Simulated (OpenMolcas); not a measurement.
Computed levels of 2s2 2p2 in ions with 6 electrons, in cm-1 above 3P0.

```json
{
  "Program": "OpenMolcas 26.06",
  "Method": "CASSCF",
  "Basis": "ANO-R2",
  "Scalar Hamiltonian": "X2C, finite nucleus",
  "Spin-orbit coupling": "state interaction with AMFI integrals over the reference wave functions, term energies averaged over their components"
}
```

Active space for each ion: 4 electrons in 4 orbitals (2s 2p).

| Level | C | N+ | O2+ | Ne4+ |
| --- | --- | --- | --- | --- |
| 3P1 | 14.9 | 44.2 | 103 | 390 |
| 3P2 | 44.4 | 131 | 305 | 1124 |
| 1D2 | 12727 | 17496 | 22632 | 32956 |
| 1S0 | 21114 | 30670 | 40498 | 61035 |

Task: Estimate 3P2, 1D2, 1S0 for F3+ from its neighbours O2+ and Ne4+.

Result: 3P2 is fine structure, which grows about as the fourth power of a screened charge, so the fourth roots are averaged: ((305^0.25 + 1124^0.25) / 2)^4 = 617. The calculation gives 625, so the estimate is off by -1.3 %; the measured value is 613 (Moore, Atomic Energy Levels, vol. I, NSRDS-NBS 35 (1971 reprint of NBS Circular 467, 1949)).
1D2 is another term, which grows about linearly with the charge: (22632 + 32956) / 2 = 27794. The calculation gives 27834, so the estimate is off by -0.1 %; the measured value is 25241 (Moore, Atomic Energy Levels, vol. I, NSRDS-NBS 35 (1971 reprint of NBS Circular 467, 1949)).
1S0 is another term, which grows about linearly with the charge: (40498 + 61035) / 2 = 50766. The calculation gives 50896, so the estimate is off by -0.3 %; the measured value is 53544 (Moore, Atomic Energy Levels, vol. I, NSRDS-NBS 35 (1971 reprint of NBS Circular 467, 1949)).

Without dynamic correlation excited terms often stand tens of per cent too high (terms of higher spin than the ground term too low), and those without a measured partner can miss by more than the paired ones (holds for C; N+). Computed and measured levels are paired by configuration, term and J; levels that our copy of the source lacks, or whose pairing is in doubt (as where it misses far off the trend of its configuration), stay unpaired and out of the deviations. Levels of configurations outside the active space are missing.
